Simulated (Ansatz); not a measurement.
Species: C3H8O2Si, charge 0, multiplicity 1. 
Structure (B3LYP-D3(BJ)/def2-TZVP (Ansatz, a quantum-chemistry and plane-wave program) minimum search):
```xyz
14

C     -0.8197     1.8291    -0.0673
Si    -0.6109     0.1485     0.7038
C     -1.6202    -1.1749    -0.1283
O      1.0430    -0.2923     0.7050
C      1.7474    -0.4573    -0.4134
O      1.3232    -0.3216    -1.5300
H     -0.1737     2.5658     0.4140
H     -0.5785     1.7994    -1.1303
H     -1.8529     2.1676     0.0434
H     -0.8992     0.1959     2.1536
H     -1.3855    -1.2289    -1.1917
H     -1.4312    -2.1529     0.3183
H     -2.6860    -0.9585    -0.0200
H      2.7850    -0.7384    -0.1861
```

Quantity: vertical ionisation energy (to the doublet state of charge +1; each state is the SCF solution reached for its spin), in eV. Valence correlation only, unless marked. UHF or UKS for open shells. Spin-orbit coupling is left out. No relativistic terms. 

| level | program | vertical ionisation energy (eV) |
|---|---|---|
| HF/aug-cc-pV(D+d)Z | Ansatz | 9.44 |
| B3LYP/def2-TZVPD | Ansatz | 10.43 |
| PBE0/def2-TZVPD | Ansatz | 10.44 |
| BHLYP/def2-TZVPD | Ansatz | 10.60 |
| wB97M-V/def2-TZVPD | Ansatz | 10.79 |
| CCSD(T)/aug-cc-pV(D+d)Z | Ansatz | 10.74 |
